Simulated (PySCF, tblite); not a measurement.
Isomers of C7H9N2 (doublet state), one GFN2-xTB conformer each. Single-point energies are computed at B3LYP/pcH-1 (PySCF, gas phase, no added dispersion term), electronic only. GFN2-xTB treats the open shell by occupation alone, and not every SCF solution was tested for stability.

**Question.** Rank them by B3LYP/pcH-1 energy, lowest first (kJ/mol).
A. `[CH3:1][NH:2][c:3]1[cH:4][cH:5][c:6]([NH:7])[cH:8][cH:9]1` (doublet state) with C1–N2–C3–C4 7°, C5–C6–N7–H 180°
B. `[CH3:1][N:2][c:3]1[cH:4][cH:5][c:6]([NH2:7])[cH:8][cH:9]1` (doublet state) with C1–N2–C3–C4 0°, C5–C6–N7–H 166° and 17°
C. `[NH:1][c:2]1[cH:3][cH:4][cH:5][cH:6][c:7]1[CH2:8][NH2:9]` (doublet state) with H–N1–C2–C3 -6°, C6–C7–C8–N9 -117°, C7–C8–N9–H 52° and -66°
D. `[CH2:1]=[CH:2][CH2:3][CH2:4][C:5]1=[N:6][CH:7]=[CH:8][N:9]1` (doublet state) with C1–C2–C3–C4 -115°, C2–C3–C4–C5 -178°, C3–C4–C5–N6 -89°

**Answer.** B (0.0), A (4.8), C (17.4), D (104.7).

Neighbours under 21 kJ/mol apart (C[N]c1ccc(N)cc1 and CNc1ccc([NH])cc1; CNc1ccc([NH])cc1 and [NH]c1ccccc1CN) can change places with a better method, another conformer or zero-point energy. GFN2-xTB itself gives, in the same order: 0.0, 13.9, 65.2, 86.9. Both levels put the same isomer lowest; measured from each level's own lowest isomer, the values differ by up to 47.8 kJ/mol ([NH]c1ccccc1CN: 65.2 against 17.4).

**Question.** What happens when harmonic zero-point energies from GFN2-xTB frequencies are added?

**Answer.** 
| SMILES | ZPE (kJ/mol) | electronic (kJ/mol) | with ZPE (kJ/mol) |
| --- | --- | --- | --- |
| C[N]c1ccc(N)cc1 | 376.5 | 0.0 | 0.0 |
| CNc1ccc([NH])cc1 | 378.6 | 4.8 | 6.9 |
| [NH]c1ccccc1CN | 380.7 | 17.4 | 21.7 |
| C=CCCC1=NC=C[N]1 | 373.6 | 104.7 | 101.8 |

The zero-point energies span 7.1 kJ/mol. The order is unchanged.
